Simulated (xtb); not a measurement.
Cl2, triplet, from a rough starting geometry (a higher spin typed on purpose: for a closed-shell molecule this is an excited state); GFN2-xTB (xtb).

Here is a job for xtb.
```
$ xtb mol.xyz --gfn 2 --uhf 2 --opt vtight --json

# file mol.xyz
2

Cl     1.00587972    -0.01645686    -0.02702034
Cl    -0.99509604     0.01298493    -0.00043593
```

What the program printed (banner, timings and long lists left out):

```
   ID    Z sym.   atoms
    1   17 Cl     1, 2

           -------------------------------------------------
          |                Calculation Setup                |
           -------------------------------------------------

           -------------------------------------------------
          |                 G F N 2 - x T B                 |
           -------------------------------------------------

          ...................................................
          :                      SETUP                      :
          :.................................................:
          :  # basis functions                  20          :
          :  # atomic orbitals                  18          :
          :  # shells                            6          :
          :  # electrons                        14          :
          :  max. iterations                   250          :
          :  Hamiltonian                  GFN2-xTB          :
          :  restarted?                      false          :
          :  GBSA solvation                  false          :
          :  PC potential                    false          :
          :  electronic temp.          300.0000000     K    :
          :  accuracy                    1.0000000          :
          :  -> integral cutoff          0.2500000E+02      :
          :  -> integral neglect         0.1000000E-07      :
          :  -> SCF convergence          0.1000000E-05 Eh   :
          :  -> wf. convergence          0.1000000E-03 e    :
          :  Broyden damping             0.4000000          :
          :  net charge                          0          :
          :  unpaired electrons                  2          :
          ...................................................

 iter      E             dE          RMSdq      gap      omega  full diag
   1     -8.9536323 -0.895363E+01  0.422E+00    7.78       0.0  T
   2     -8.9541764 -0.544107E-03  0.272E+00    7.85       1.0  T
   3     -8.9547518 -0.575429E-03  0.611E-01    7.97       1.0  T
   4     -8.9548042 -0.523756E-04  0.105E-02    8.02       6.7  T
   5     -8.9548042 -0.754225E-08  0.326E-03    8.02      21.7  T
   6     -8.9548042 -0.203002E-10  0.686E-06    8.02   10303.7  T
   7     -8.9548042  0.142109E-13  0.142E-06    8.02   49645.8  T

   *** convergence criteria satisfied after 7 iterations ***

 transition dipole moment (au) for excitation:           7           8
     X       Y       Z
[...]
         :: total energy              -8.954074442553 Eh    ::
 * total energy  :    -8.9540744 Eh     change       -0.5329071E-14 Eh
 * total energy  :    -8.9917286 Eh     change       -0.3765413E-01 Eh
 * total energy  :    -8.9952512 Eh     change       -0.3522632E-02 Eh
 * total energy  :    -8.9957355 Eh     change       -0.4842554E-03 Eh
 * total energy  :    -8.9957671 Eh     change       -0.3165158E-04 Eh
 * total energy  :    -8.9957675 Eh     change       -0.3683485E-06 Eh
 * total energy  :    -8.9957676 Eh     change       -0.9246186E-07 Eh
   *** GEOMETRY OPTIMIZATION CONVERGED AFTER 7 ITERATIONS ***
         :: total energy              -8.995767571050 Eh    ::
[...]
        12                         -0.0128672              -0.3501
        13                         -0.0125174              -0.3406
        14                         -0.0125174              -0.3406
        15                         -0.0112068              -0.3050
        16                         -0.0112068              -0.3050
        17                         -0.0103919              -0.2828
        18                          0.0012202               0.0332
      -------------------------------------------------------------
                  HL-Gap            0.3885626 Eh           10.5733 eV
             Fermi-level           -0.3315437 Eh           -9.0218 eV

     #   Z          covCN         q      C6AA      α(0)
     1  17 Cl       0.774    -0.000    99.042    15.224
     2  17 Cl       0.774     0.000    99.042    15.224

 Mol. C6AA /au·bohr⁶  :        396.167392
 Mol. C8AA /au·bohr⁸  :      16529.514428
 Mol. α(0) /au        :         30.447043

Wiberg/Mayer (AO) data.
largest (>0.10) Wiberg bond orders for each atom

 ---------------------------------------------------------------------------
     #   Z sym  total        # sym  WBO       # sym  WBO       # sym  WBO
 ---------------------------------------------------------------------------
     1  17 Cl   0.772 --     2 Cl   0.772
     2  17 Cl   0.772 --     1 Cl   0.772
 ---------------------------------------------------------------------------

Topologies differ in total number of bonds
Writing topology from bond orders to xtbtopo.mol

molecular dipole:
                 x           y           z       tot (Debye)
 q only:       -0.000       0.000       0.000
   full:        0.000      -0.000      -0.000       0.000
molecular quadrupole (traceless):
                xx          xy          yy          xz          yz          zz
 q only:       -0.000       0.000       0.000       0.000      -0.000       0.000
  q+dip:        0.363      -0.008      -0.181      -0.007       0.000      -0.181
   full:        0.603      -0.013      -0.302      -0.012       0.000      -0.302

optimized geometry written to: xtbopt.xyz

           -------------------------------------------------
          | TOTAL ENERGY               -8.995767571050 Eh   |
          | GRADIENT NORM               0.000000694735 Eh/α |
          | HOMO-LUMO GAP              10.573326653102 eV   |
           -------------------------------------------------

normal termination of xtb
```
